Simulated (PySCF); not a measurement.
**Dipole moment and polarisability of `C#Cc1snnc1C`**

C5H4N2S.
Structure used (GFN2-xTB), in Å, numbered top down from 1:
```
atom  x, y, z in Å
C1     2.2527   -1.0664    1.2168
C2     1.5555   -0.3353    0.5646
C3     0.7442    0.5071   -0.1932
S4     1.3162    1.9009   -1.0343
N5    -0.2103    2.2254   -1.5902
N6    -1.0752    1.3982   -1.2053
C7    -0.6254    0.4094   -0.4227
C8    -1.5336   -0.6383    0.1103
H9     2.8597   -1.7033    1.7876
H10   -2.5107   -0.5323   -0.3517
H11   -1.1343   -1.6293   -0.0980
H12   -1.6376   -0.5365    1.1901
```

Level: wB97X-D/def2-SVPD (PySCF), static field, nuclei fixed, core orbitals frozen in the response. The polarisability tensor in these axes (au):

```
x   103.51  -5.81  14.46
y    -5.81  90.73 -26.29
z    14.46 -26.29  76.12
```

Question: What are the eigenvalues, a third of the trace, and Δα (Δα² = ½Σ(αi − αj)² over the three pairs)?

Answer: Principal values 54.73, 94.29 and 121.34 au; mean 90.12 au = 13.35 Å³ = 14.86 × 10⁻⁴⁰ C²·m²/J; Δα = 58.02 au (64 % of the mean).

Question: What is the dipole moment, and where does it point?

Answer: (1.51, -2.48, 2.06) D, 3.56 D in size, pointing from the negative to the positive side. Measured along this direction, the outermost atoms are N5 at the negative end and H9 at the positive end.

Question: Find the Langevin capture rate constant for H3O+ (19.018 u) meeting this molecule (124.010 u), k = 2.342 × 10⁻⁹ cm³/s × √(α in Å³ / reduced mass in u).

Answer: The reduced mass is 16.49 u, so k = 2.11 × 10⁻⁹ cm³/s. The formula leaves out the permanent dipole, which adds to the capture rate.

Question: In a dilute gas of rigid molecules at 500 K, how does the orientational term μ²/3kT compare with the electronic polarisability?

Answer: In Gaussian units μ²/3kT = 61.09 Å³ against 13.35 Å³, a ratio of 4.57; the Debye molar polarisation (4π/3)N_A(α + μ²/3kT) is 187.8 cm³/mol, leaving out the vibrational part.

Question: What molar refraction does this α imply?

Answer: Lorentz–Lorenz: R = (4π/3)N_A α = 2.5225 cm³/(mol·Å³) × 13.35 Å³ = 33.7 cm³/mol, in the limit of long wavelengths.

Isolated species at its GFN2-xTB geometry, gas phase. GFN2-xTB frequencies show an imaginary mode (43i cm⁻¹), so this geometry is no minimum at that level.
